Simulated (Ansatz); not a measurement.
Calculation: frozen-core CCSD(T)/def2-TZVPP // PBE-D3(BJ)/def2-TZVP (Ansatz, a quantum-chemistry and plane-wave program).

Ansatz 0.2 input:
```yaml
crystal:
  periodic: [false, false, false]
  atoms:
    - { symbol: S, position_ang: [2.424827, -0.264249, -0.069128] }
    - { symbol: In, position_ang: [0.027006, -0.361802, -0.055485] }
    - { symbol: S, position_ang: [-1.336781, 1.593039, 0.257891] }
    - { symbol: S, position_ang: [-1.022995, -2.492138, -0.374134] }
    - { symbol: H, position_ang: [2.43368, 1.072858, 0.147378] }
    - { symbol: H, position_ang: [-0.261649, 2.408875, 0.372787] }
    - { symbol: H, position_ang: [-2.264085, -1.956584, -0.279309] }
basis:
  gaussian: { orbitals: def2-TZVPP }
correlation:
  method: ccsd_t
```

Output:

```
Functional definition: HF
1424 factors; integrals over basis functions are off by at most 1.1e-3 eV
mean field evaluation 1: about -37650.4845 eV, gradient 2.2e1 eV
mean field evaluation 2: about -37650.5748 eV, gradient 2.2e1 eV
mean field evaluation 4: about -37652.4450 eV, gradient 2.8e0 eV
mean field evaluation 8: about -37652.4946 eV, gradient 2.6e-1 eV
mean field evaluation 16: about -37652.0151 eV, gradient 1.2e1 eV
mean field -37652.49500252 eV, -1383.7036695647 hartree, gradient 7.4e-6 eV, S^2 0.000000; 0 other end points of the search recorded, 0 dependent functions left out
19 core orbitals not correlated
reference -37652.49500252 eV, -1383.7036695647 hartree; 17, 17 occupied and 182, 182 virtual orbitals, 1424 factors
second order -22.09238090 eV of doubles, -0.00000000 eV of singles
cycle   1  -22.64036005 eV  change   -5.5e-1 eV  update   1.1e-1
cycle   2  -23.20814264 eV  change   -5.7e-1 eV  update   3.2e-2
cycle   3  -23.31693507 eV  change   -1.1e-1 eV  update   1.8e-2
cycle   4  -23.30548863 eV  change    1.1e-2 eV  update   4.6e-3
cycle   5  -23.30320343 eV  change    2.3e-3 eV  update   2.0e-3
cycle   6  -23.30310761 eV  change    9.6e-5 eV  update   5.3e-4
cycle   7  -23.30291094 eV  change    2.0e-4 eV  update   1.8e-4
cycle   8  -23.30294850 eV  change   -3.8e-5 eV  update   5.1e-5
cycle   9  -23.30297177 eV  change   -2.3e-5 eV  update   1.9e-5
perturbative correction -1.02070377 eV, -0.0375101715 hartree
Total energy: -37676.81867805 eV, -1384.5975481535 hartree
```

Cost: very roughly 4 core-minutes.
